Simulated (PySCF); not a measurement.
## Computed NMR parameters against published values

Bonds (- single, = double, # triple, : aromatic): C1-C2, C2=O3, C2-C4, C4:C5, C5:C6, C6:C7, C7:N8, N8:C9, C9:C4. C1 carries H10, H11, H12; C5 carries H13; C6 carries H14; C7 carries H15; C9 carries H16.

Published estimates (parent shift plus substituent increments) and measurements: δ 13C C9 153.3; C7 149.8; C5 135.2; C4 132.2; C6 123.5; δ 1H H16 9.17; H15 8.79; H13 8.23; H14 7.45 ppm (estimated from measurements, as parent shift plus tabulated substituent increment; solution, not stated per compound (mostly CDCl3 or CCl4); Pretsch, Buehlmann, Badertscher, Structure Determination of Organic Compounds, 4th ed. (2009)).

Method: σ from GIAO-wB97X-D/pcSseg-2, PBE0-D3(BJ)/def2-TZVP geometry, in PySCF 2.14 (non-relativistic, one computed conformer, rapidly exchanging positions averaged, gas phase).

**Question.** What does the calculation give, and how does it compare?

**Answer.** 
Reference values: estimated from measurements, as parent shift plus tabulated substituent increment (solution, not stated per compound (mostly CDCl3 or CCl4); Pretsch, Buehlmann, Badertscher, Structure Determination of Organic Compounds, 4th ed. (2009)).
| atoms | quantity | reference | computed | computed, scaled |
| --- | --- | --- | --- | --- |
| C9 | δ 13C | 153.3 | 164.3 | 151.5 |
| C7 | δ 13C | 149.8 | 167.0 | 153.9 |
| C5 | δ 13C | 135.2 | 147.9 | 136.2 |
| C4 | δ 13C | 132.2 | 142.0 | 130.7 |
| C6 | δ 13C | 123.5 | 133.0 | 122.4 |
| H16 | δ 1H | 9.17 | 9.62 | 9.09 |
| H15 | δ 1H | 8.79 | 9.14 | 8.64 |
| H13 | δ 1H | 8.23 | 8.90 | 8.42 |
| H14 | δ 1H | 7.45 | 7.63 | 7.25 |

Computed shifts are σ(ref) − σ with the named reference compound (TMS for H and C) calculated as an isolated molecule at the same level. The measured values may be among those fitted. Expected solution values come from regression of measured δ (H and C: mostly CDCl3, vs TMS) on computed σ: 13C (scatter 1.9 ppm rms, 2.1 ppm with the 5 outliers that the fit left out); 1H (scatter 0.16 ppm rms, 0.18 ppm with the 5 outliers that the fit left out). Occasional misses reach two or three times the rms, and more in compound classes unlike the fitted ones.

**Question.** How far are the unscaled 13C shifts from the references?

**Answer.** Mean signed difference +12.04 ppm, mean absolute 12.04 ppm over 5 comparisons; the largest is +17.2 ppm at C7 (aromatic CH next to a ring nitrogen).

**Question.** How far are the unscaled 1H shifts from the references?

**Answer.** Mean signed difference +0.41 ppm, mean absolute 0.41 ppm over 4 comparisons; the largest is +0.67 ppm at H13 (hydrogen on an aromatic CH).
